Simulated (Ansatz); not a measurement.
Molecule: sum formula NaOH (charge 0, singlet). SMILES: [OH][Na]
Geometry from a B3LYP-D3(BJ)/def2-TZVP (Ansatz, a program for electronic structure) optimisation:
```
O
H 1 0.9542
Na 1 1.9323 2 180.00
```
Charge 0, spin multiplicity 1.

Q: Give the harmonic wavenumbers at B3LYP-D3(BJ)/def2-TZVP (Ansatz, finite differences of forces, unscaled).

A: 146, 146, 578, 3932 cm⁻¹. Zero-point energy 6.9 kcal/mol.

Q: From these and the geometry, give the ideal-gas thermochemistry at 298.15 K and 1 atm (rigid rotor, harmonic oscillator).

A: Point group C∞v, rotational symmetry number 1. Rotational constants 12.79, 12.79 GHz. S(trans) 36.99, S(rot) 14.28, S(vib) 5.94, S(elec, spin only) 0.00, S 57.2 cal/(mol K). H(298) - H(0) 3.00 kcal/mol; G - E(el) -7.2 kcal/mol.
